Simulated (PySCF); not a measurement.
input.py for ZnSe

Input:

```python
from pyscf import gto, scf, mp

mol = gto.M(
    atom='Zn 0 0 0; Se 0 0 2.144',
    basis='pcseg-1',
    charge=0,
    spin=0,
    verbose=4,
)
mf = scf.RHF(mol)
mf.kernel()
mp.MP2(mf, frozen=14).kernel()
mf.dip_moment()
print('orbital energies (hartree):', mf.mo_energy[..., max(0, mol.nelec[1]-3):mol.nelec[0]+3].round(4))
```

```bash
$ python input.py
```

The log (some set-up lines and the per-cycle HOMO/LUMO lines with their warnings removed):

```
PySCF version 2.14.0

[INPUT] Symbol           X                Y                Z      unit          X                Y                Z       unit  Magmom
[INPUT]  1 Zn     0.000000000000   0.000000000000   0.000000000000 AA    0.000000000000   0.000000000000   0.000000000000 Bohr   0.0
[INPUT]  2 Se     0.000000000000   0.000000000000   2.144000000000 AA    0.000000000000   0.000000000000   4.051572811067 Bohr   0.0

nuclear repulsion = 251.754083553358
number of shells = 7
number of NR pGTOs = 163
number of NR cGTOs = 58
basis = pcseg-1
ecp = {}

******** <class 'pyscf.scf.hf.RHF'> ********
method = RHF
initial guess = minao
damping factor = 0
level_shift factor = 0
DIIS = <class 'pyscf.scf.diis.CDIIS'>
SCF conv_tol = 1e-09
SCF max_cycles = 50
Initial guess from minao.
init E= -4175.85619029782
cycle= 1 E= -4177.00751394007  delta_E= -1.15  |g|= 0.442  |ddm|= 1.94
cycle= 2 E= -4177.04123499487  delta_E= -0.0337  |g|= 0.344  |ddm|= 1.12
cycle= 3 E= -4177.07050625472  delta_E= -0.0293  |g|= 0.0216  |ddm|= 0.422
cycle= 4 E= -4177.07071201585  delta_E= -0.000206  |g|= 0.0102  |ddm|= 0.0403
cycle= 5 E= -4177.07076311134  delta_E= -5.11e-05  |g|= 0.00346  |ddm|= 0.0161
cycle= 6 E= -4177.07077598938  delta_E= -1.29e-05  |g|= 0.00155  |ddm|= 0.0111
cycle= 7 E= -4177.07077906943  delta_E= -3.08e-06  |g|= 0.000398  |ddm|= 0.00685
cycle= 8 E= -4177.07077934559  delta_E= -2.76e-07  |g|= 0.000133  |ddm|= 0.00201
cycle= 9 E= -4177.07077936961  delta_E= -2.4e-08  |g|= 2e-05  |ddm|= 0.000797
cycle= 10 E= -4177.07077936987  delta_E= -2.56e-10  |g|= 4.4e-06  |ddm|= 5.79e-05
Extra cycle  E= -4177.07077936988  delta_E= -1.18e-11  |g|= 1.98e-06  |ddm|= 1.32e-05
converged SCF energy = -4177.07077936988

******** <class 'pyscf.mp.mp2.RMP2'> ********
nocc = 18, nmo = 44
frozen orbitals 14
E(RMP2) = -4177.49164394515  E_corr = -0.420864575270943
E(SCS-RMP2) = -4177.45058526449  E_corr = -0.379805894606827
E_corr(same-spin) = -0.144497995059582
E_corr(oppo-spin) = -0.276366580211361
Dipole moment(X, Y, Z, Debye):  0.00000,  0.00000, -7.29350
orbital energies (hartree): [-0.3657 -0.2957 -0.2957 -0.0352  0.2042  0.2042]
```

In short: E(SCF) = -4177.070779 Eh, 10 cycles, E(MP2) − E(SCF) = -0.42086 Eh, μz(SCF) = -7.29 D.

Wall time 2.1 s on one thread of a shared host.

At this level a UHF run with spin=2 ends 0.54 eV lower; the true order of the states can differ. Stability towards an unrestricted solution was not tested. The bond length is a typed value, not an optimised one.
